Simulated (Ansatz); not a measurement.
Cartesian coordinates in Å:
```
C 2.277 1.177 -1.124
C 1.489 1.094 0.175
P -0.019 0.086 0.029
C -1.134 0.952 -1.118
C -2.443 0.211 -1.350
C -0.823 0.085 1.661
C -0.003 -0.625 2.729
In 0.508 -2.305 -0.774
Cl 0.370 -2.103 -3.112
Cl -1.197 -3.573 0.230
Cl 2.668 -2.665 0.080
H 1.706 1.658 -1.921
H 3.186 1.761 -0.971
H 2.576 0.186 -1.471
H 2.096 0.619 0.951
H 1.204 2.087 0.540
H -0.587 1.048 -2.059
H -1.306 1.963 -0.732
H -2.266 -0.787 -1.757
H -3.023 0.105 -0.432
H -3.057 0.756 -2.069
H -1.038 1.123 1.938
H -1.782 -0.424 1.526
H -0.546 -0.625 3.676
H 0.186 -1.665 2.456
H 0.958 -0.137 2.899
```

Total charge 0; spin multiplicity 1. In takes the def2 core potential.

**Question.** List the r2SCAN/def2-TZVPP orbital energies in eV (Ansatz 0.2.0). (Estimate.)

**Answer.** Ansatz gave: Occupied: -2752.39, -2752.39, -2752.38, -2090.05, -274.36, -274.36, -274.36, -273.66, -273.66, -273.66, -253.75, -253.75, -253.75, -192.28, -192.28, -192.28, -192.16, -192.16, -192.16, -192.15, -192.15, -192.15, -177.46, -126.93, -126.93, -126.88, -125.89, -82.46, -82.41, -82.41, -22.02, -20.81, -20.81, -20.76, -20.76, -20.65, -19.70, -19.70, -19.42, -18.92, -18.92, -18.16, -16.96, -16.96, -14.76, -12.69, -12.56, -12.56, -12.06, -12.06, -10.91, -10.75, -10.42, -10.42, -10.32, -10.01, -9.65, -9.65, -8.88, -8.88, -8.56, -8.56, -8.24, -7.39, -7.39, -7.31, -7.31, -7.21, -6.94. Lowest empty: -1.70, -0.76, -0.76, 0.31, 0.76, 0.76, 0.79, 1.29.
